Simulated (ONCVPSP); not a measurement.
## iodine (I): one change to an ONCV potential, before and after

* Element: iodine
* Generator: ONCVPSP 4.0.1
* Type: optimised norm-conserving Vanderbilt (ONCV)
* Functional: PBE
* Relativity: scalar-relativistic
* Frozen core: [Kr] 4d10
* Valence charge: 7
* Reference configuration: 5s2 5p5
* Partial waves: 5s: rc 1.80 bohr, ncon 5, nbas 10, qcut 3 1/bohr, 2 projectors, debl 3 Ha; 5p: rc 1.80 bohr, ncon 3, nbas 6, qcut 4.2 1/bohr, 2 projectors, debl 1.3 Ha
* Local potential: polynomial inside 1.50 bohr (lpopt 5, dvloc0 0 Ha)
* Core correction: Teter function, fcfact 3.5, rcfact 1.2

All-electron outer shells of the reference configuration (PBE, scalar-relativistic, ld1.x):

```tsv
shell	level (eV)	outermost node (bohr)	outermost maximum (bohr)
4p	-127.57	0.37	0.72
4d	-50.28	0.35	0.78
5s	-17.41	0.88	1.70
5p	-7.09	0.96	2.02
```

Change: s: qcut 3.3.

Cutoffs: the cutoffs (Ha) at which the residual kinetic energy of the hardest occupied pseudo-wave falls to 1 and 0.1 mHa per electron; they do not see the model core or the augmentation charge, which bear on the density cutoff. Errors are all-electron minus pseudo energies relative to the spin-unpolarised reference configuration.

Q: What does the change do?

A: The potential gets softer (54 Ha and 87 Ha → 31 Ha and 82 Ha); the errors of the 4 common tests hardly move; neither file shows a bound ghost.

| quantity | base | changed |
| --- | --- | --- |
| cutoff, loose | 54 Ha | 31 Ha |
| cutoff, tight | 87 Ha | 82 Ha |
| loose cutoff by channel | s 54 Ha, p 8.2 Ha | s 31 Ha, p 8.2 Ha |
| bound ghosts | none | none |
| GHOST(+) flags under 300 eV | s at 40.4 eV | s at 32.9 eV |
| error for 5s2 5p4, meV [ΔE 11.13 eV] | -5.2 | -5.2 |
| error for 5s2 5p3, meV [ΔE 30.98 eV] | -22 | -22 |
| error for 5s2 5p2, meV [ΔE 60.31 eV] | -60 | -60 |
| error for 5s2 5p4.5, meV [ΔE 4.53 eV] | -1.6 | -1.6 |
| s: phases at 1.83 bohr within 0.05 rad from the reference energy up to (Ha; the scan ends near 5) | 1.5 | 1.2 |
| p: phases at 1.83 bohr within 0.05 rad from the reference energy up to (Ha; the scan ends near 5) | 2.9 | 2.9 |
| rms error of d²Exc/dni dnj with the model core, mHa | 1.42 | 1.50 |
